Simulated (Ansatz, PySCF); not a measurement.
F5OSi2, SMILES F[Si](F)O[Si](F)(F)F, multiplicity 2. Atoms are numbered in the order given.

```xyz
8

F      2.3307    -0.9586     0.7780
Si     1.6884    -0.3736    -0.5783
F      2.5930     0.8727    -1.0433
O      0.1921     0.2142    -0.2259
Si    -1.3601     0.1125     0.2126
F     -1.5989     0.8658     1.5919
F     -1.7924    -1.4109     0.3816
F     -2.2860     0.7775    -0.8962
```
Charge 0, spin multiplicity 2.

Coordinates come from a PBE0-D3(BJ)/def2-SVP optimisation. The isomer is the one that the SMILES or the coordinates give; other isomers of the formula were not compared. Other conformers were not sampled.

Two levels are set side by side: PBE-D3(BJ)/def2-SVP (Ansatz, an electronic-structure program) and PBE0-D3(BJ)/def2-SVP (Ansatz). Each level has its own optimised geometry; the coordinates shown are those of the second. Frequencies come from the Hessian of PySCF at each geometry. Differences are taken from unrounded values.

| quantity | PBE0-D3(BJ) |
|---|---|
| mean bond length (Å) | 1.608 |
| bond F1–Si2 (Å) | 1.611 |
| bond Si2–F3 (Å) | 1.609 |
| bond Si2–O4 (Å) | 1.646 |
| bond O4–Si5 (Å) | 1.616 |
| bond Si5–F6 (Å) | 1.590 |
| bond Si5–F7 (Å) | 1.593 |
| bond Si5–F8 (Å) | 1.590 |
| highest harmonic wavenumber (cm⁻¹) | 1177 |
| mean harmonic wavenumber (cm⁻¹) | 506 |
| zero-point energy (kcal/mol) | 13.01 |

### Question
What does PBE-D3(BJ) give, and how far is it from PBE0-D3(BJ)? (An estimate is asked for; the answer gives what the named calculation found.)

### Answer

| quantity | PBE-D3(BJ) | PBE-D3(BJ) minus PBE0-D3(BJ) |
|---|---|---|
| mean bond length (Å) | 1.626 | 0.019 |
| bond F1–Si2 (Å) | 1.629 | 0.018 |
| bond Si2–F3 (Å) | 1.626 | 0.017 |
| bond Si2–O4 (Å) | 1.670 | 0.024 |
| bond O4–Si5 (Å) | 1.638 | 0.022 |
| bond Si5–F6 (Å) | 1.606 | 0.016 |
| bond Si5–F7 (Å) | 1.610 | 0.017 |
| bond Si5–F8 (Å) | 1.606 | 0.016 |
| highest harmonic wavenumber (cm⁻¹) | 1093 | -85 |
| mean harmonic wavenumber (cm⁻¹) | 485 | -21 |
| zero-point energy (kcal/mol) | 12.47 | -0.54 |

Exact exchange shortens and stiffens bonds; PBE has none. Differences between two approximate levels are no errors against the true value.
